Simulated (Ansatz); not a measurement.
Isolated molecules relaxed with PBE0-D4/def2-TZVP in Ansatz; ΔE leaves out vibrations. CCSD(T)/CBS adds triple-zeta CCSD(T) − MP2 to the extrapolated MP2 energy (def2 sets, frozen cores). This one scheme is used for every species. Functionals use def2-TZVPP. B3LYP here is the variant with VWN-RPA as its local correlation; programs differ in this. HSE06 is defined as in plane-wave codes. For Br outer-core shells are correlated without core-valence functions, which leaves a few kJ/mol of doubt a bond. Scalar relativity is left out up to krypton. One conformer a species, not always the lowest.

`BO[SiH2]Br` + H₂S → `BO[SiH2]S` + HBr  (ligand exchange at the Si–Br bond)

| level | ΔE (kcal/mol) | difference from CCSD(T)/CBS |
| --- | --- | --- |
| LDA (SPW92) | 6.3 | -2.3 |
| PBE-D4 | 6.8 | -1.8 |
| revPBE-D4 | 6.6 | -2.0 |
| BLYP-D4 | 7.3 | -1.3 |
| r2SCAN-D4 | 7.7 | -0.9 |
| B97M-V | 7.2 | -1.4 |
| PBE0-D4 | 7.5 | -1.1 |
| B3LYP-D4 | 7.9 | -0.7 |
| r2SCANh-D4 | 7.9 | -0.7 |
| HSE06-D4 | 7.6 | -1.0 |
| BHLYP-D4 | 8.9 | 0.3 |
| CAM-B3LYP-D4 | 8.0 | -0.6 |
| ωB97X-V | 8.1 | -0.5 |
| B2PLYP | 8.2 | -0.4 |
| PBE-QIDH | 8.2 | -0.4 |
| PBE | 7.0 | -1.6 |
| revPBE | 7.2 | -1.4 |
| r2SCAN | 7.8 | -0.8 |
| PBE0 | 7.7 | -0.9 |
| r2SCANh | 8.0 | -0.6 |
| HSE06 | 7.7 | -0.9 |
| BHLYP | 8.9 | 0.3 |
| CAM-B3LYP | 8.2 | -0.4 |
| LC-ωPBE | 7.7 | -0.9 |
| RPA@PBE/def2-TZVPP | 7.9 | -0.7 |
| HF/def2-SVP | 9.2 | 0.6 |
| MP2/def2-SVP | 7.7 | -0.9 |
| CCSD/def2-SVP | 7.5 | -1.1 |
| CCSD(T)/def2-SVP | 7.2 | -1.4 |
| HF/def2-TZVPP | 10.3 | 1.7 |
| MP2/def2-TZVPP | 8.3 | -0.3 |
| SCS-MP2/def2-TZVPP | 8.5 | -0.1 |
| CCSD/def2-TZVPP | 8.3 | -0.3 |
| CCSD(T)/def2-TZVPP | 7.9 | -0.7 |
| HF/def2-QZVPP | 10.3 | 1.7 |
| MP2/def2-QZVPP | 8.7 | 0.1 |
| SCS-MP2/def2-QZVPP | 8.8 | 0.2 |
| HF/CBS(def2) | 10.3 | 1.7 |
| MP2/CBS(def2) | 9.0 | 0.4 |
| CCSD/CBS(def2) | 9.0 | 0.4 |
| CCSD(T)/CBS | 8.6 | 0 |

Largest T1 diagnostic among the species: 0.013.

At CCSD(T), def2-SVP lies −1.4 kcal/mol from the extrapolated value and def2-TZVPP −0.7 kcal/mol. Leaving LDA and LC-ωPBE aside and taking each functional with its dispersion term where it has one, the values spread over 2.3 kcal/mol, from revPBE-D4 to BHLYP-D4. From BLYP to BHLYP (50 % exact exchange), in def2-TZVPP and without D4, ΔE moves by +1.3 kcal/mol.
